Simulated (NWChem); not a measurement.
## Polarisability of ammonia borane (H$_{6}$BN)

```xyz
8

B      0.9250    -0.0703     0.0000
N     -0.7241     0.0551     0.0000
H      1.3318     1.0825     0.0000
H      1.1975    -0.6830    -1.0223
H      1.1975    -0.6830     1.0223
H     -1.0582     0.5584     0.8253
H     -1.1666    -0.8671     0.0000
H     -1.0582     0.5584    -0.8253
```
Charge 0, spin multiplicity 1.

Everything below was run with NWChem. All single points use one geometry, from B3LYP/def2-SVP, a minimum by its harmonic frequencies.

Basis set: 6-31G*. Static limit. This basis has no diffuse functions, which lowers polarisabilities.

The correlated methods keep 2 core orbitals frozen. B3LYP has NWChem's definition, with VWN1-RPA local correlation. The Pople sets run with spherical d functions. No row is a measurement; the coupled-cluster row has its own basis-set and correlation limits.

**Question.** Order these methods by the isotropic polarisability they give, lowest first: HF, PBE, B3LYP, CCSD linear response, BHandHLYP.

**Answer.** HF (22.66 bohr³), CCSD linear response (22.93 bohr³), BHandHLYP (23.03 bohr³), B3LYP (23.48 bohr³), PBE (24.04 bohr³)
